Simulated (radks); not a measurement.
Values are calculated unless marked as measured or tabulated.
Species: Ar12+. Configuration: [He] 2s2 2p2. Code: a radial shooting solver on a logarithmic mesh with Libxc functionals. Model: non-relativistic Kohn-Sham, LDA (Slater exchange, Perdew-Wang correlation), spin-polarised, spherical densities, point nucleus; open shells are filled with parallel spins first. Some entries of the table are withheld. Estimate them.

orbital  occ.  eigenvalue (Ry)  <r> (bohr)
1s up       1              (1)     0.08611
1s down     1              (2)     0.08593
2s up       1        -51.29895      0.3775
2s down     1        -50.31881      0.3806
2p up       2              (3)      0.3282
2p down     0              (4)      0.3318

Answer. 
(1) 1s up eigenvalue (Ry): -265.3282
(2) 1s down eigenvalue (Ry): -264.7426
(3) 2p up eigenvalue (Ry): -47.96141
(4) 2p down eigenvalue (Ry): -46.79059
